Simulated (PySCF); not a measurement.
What does the PBE0-D3(BJ)/def2-SVP structure of `B/C(C)=C\F` look like in three dimensions?

```
atom  x, y, z in Å
B1     0.479   -1.435    0.656
C2     0.123   -0.039    0.110
C3    -1.188    0.630    0.430
C4     1.005    0.625   -0.661
F5     2.185    0.152   -1.012
H6    -0.298   -2.006    1.388
H7     1.520   -1.972    0.368
H8    -2.035    0.038    0.048
H9    -1.267    1.642    0.002
H10   -1.331    0.713    1.519
H11    0.839    1.628   -1.077
```

Any rigid rotation of these coordinates is as good. Atoms count from 1 in this order. B1 (three-coordinate boron) is planar (angles 121.2°, 119.5° and 119.3°, sum 360.0°, 0.00 Å off the plane of its three neighbours). Of the pairs four or more bonds apart, F5···H7 is among the closest relative to their van der Waals radii: 2.62 Å, 98 % of the sum of Bondi's values. The 5 heavy atoms lie in one plane (0.003 Å rms). The C–C distances run from 1.347 Å (C2=C4, drawn double) to 1.506 Å (C2–C3, drawn single), a spread of 0.159 Å.

Bonds between heavy atoms (Å): B1–C2 1.541, C2–C3 1.506, C2=C4 1.347, C4–F5 1.319.

Computed, not measured: PBE0-D3(BJ)/def2-SVP geometry optimisation, gas phase (PySCF 2.14.0).

Point group: near Cs, missed by 0.11 Å at most; the miss may be what the optimiser left on a soft mode. Not checked by PBE0-D3(BJ)/def2-SVP frequencies.

Time: 26 s of wall time; peak memory 0.41 GiB. Hardware: an Arm Neoverse V1 with one thread, shared host. These figures are those of the optimisation.
